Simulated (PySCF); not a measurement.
Computational details: NMR shieldings at PBE0/pcSseg-1/GIAO, GFN2-xTB geometry, in PySCF (relativity neglected, fast rotation and ring inversion assumed for equivalent nuclei, no solvent, one computed conformer).

References, each an isolated molecule treated in the same way: ¹H (31.72 ppm), ¹³C (186.93 ppm) vs TMS. Shifts are as computed. Against solution values, carbons near 30 ppm lie about +3 ppm off and those near 130 ppm about +5 ppm; carbons on Cl a further +6 ppm. Of 1211 compounds with measured shifts, 218 miss one by over three times the rms of a fit or turn the order of signals round; such compounds aren't used in these exercises. Carbons bonded to Cl come out too deshielded.

(1) Order these molecules by the shift of their most shielded carbon, lowest δ first.
A. CC(=O)C1=C[SiH2]C1(F)F
B. [O-][n+]1ccc(Cl)cc1
C. O=C(Cl)C#CC(=O)Cl
D. C=C[C@H]1C[C@H]2C[C@H]2C1

(2) How many ¹³C and ¹H signals does each give (equivalence by symmetry and fast rotation, but not about amide C–N or C=N bonds)? `CC(=O)C1=C[SiH2]C1(F)F`, `C=C[C@H]1C[C@H]2C[C@H]2C1`, `O=C(Cl)C#CC(=O)Cl`, `[O-][n+]1ccc(Cl)cc1`

## Answers

(1) D (23.6 ppm, three-membered-ring carbon), A (32.7 ppm, methyl carbon α to a carbonyl), C (90.1 ppm, alkyne carbon), B (133.6 ppm, aromatic CH).

(2) CC(=O)C1=C[SiH2]C1(F)F: 5 C, 3 H; C=C[C@H]1C[C@H]2C[C@H]2C1: 6 C, 9 H; O=C(Cl)C#CC(=O)Cl: 2 C, 0 H; [O-][n+]1ccc(Cl)cc1: 3 C, 2 H.
